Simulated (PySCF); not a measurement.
Input of a run (PBE0-D3(BJ)/def2-SVP geometry optimisation, gas phase (PySCF 2.14.0)), started from GFN2-xTB:
```
{"job": {"xc": "PBE0", "basis": "def2-SVP", "d3": "d3bj", "grid": 1, "kind": "geom"}, "charge": 0, "multiplicity": 1}
N      3.548183    -1.255661     0.114536
C      2.563471    -0.852864     0.541776
Si     0.922121    -0.265593     1.216715
Si    -0.895775    -1.487498     0.442902
C     -1.507194    -0.057231    -0.676941
C     -0.329862     0.835935    -1.081290
C      0.485446     1.281424     0.129243
F     -0.292565     2.136761     0.908304
H      1.214695     0.176148     2.581296
H     -1.915345    -1.869379     1.423186
H     -0.541735    -2.666446    -0.356178
H     -2.016660    -0.412791    -1.572483
H     -2.230073     0.550171    -0.128272
H      0.342878     0.295381    -1.752477
H     -0.698983     1.717374    -1.613695
H      1.343799     1.883215    -0.188031
```

Output (energies in Eh, forces in Eh/bohr):
```
step   0  E = -889.81483852  max force = 0.035210
step   1  E = -889.81900973  max force = 0.004134
step   2  E = -889.81923716  max force = 0.002305
step   3  E = -889.81931431  max force = 0.000581
step   4  E = -889.81932751  max force = 0.000432
optimisation converged
```

**Question.** Summarise the run.

**Answer.** The energy falls by 0.122 eV over 5 energy and gradient evaluations, the largest force component goes from 0.0352 to 4.3e-04 Eh/bohr, and the atoms move by 0.077 Å rms after alignment. Among the bonds, Si4–H10 and Si4–H11 change most and about equally (+0.026 to +0.027 Å). Bonds longer at the end by more than 0.005 Å: 10 of 16; shorter: 3. Among the angles that change most is Si4–Si3–H9, from 128.7° to 123.2°. The energy never rose by more than 1e-6 Eh on the way. The first step brought 93 % of the lowering.

**Question.** What are the final bond lengths?

**Answer.** N1≡C2 1.161 Å, C2–Si3 1.859 Å, Si3–Si4 2.344 Å, Si4–C5 1.907 Å, C5–C6 1.536 Å, C6–C7 1.521 Å, C7–F8 1.393 Å, Si3–C7 1.925 Å, Si3–H9 1.486 Å, Si4–H10 1.492 Å, Si4–H11 1.493 Å, C5–H12 1.100 Å, C5–H13 1.102 Å, C6–H14 1.105 Å, C6–H15 1.103 Å, C7–H16 1.103 Å. Numbering counts from 1 in the input's order; the species is `N#C[Si@@H]1[SiH2]CC[C@H]1F`.

The run used 160 basis functions and 35 SCF cycles in all. Rough CPU time on one thread of a shared machine: about 70 s.

Not checked by PBE0-D3(BJ)/def2-SVP frequencies. One conformer, not necessarily the lowest.
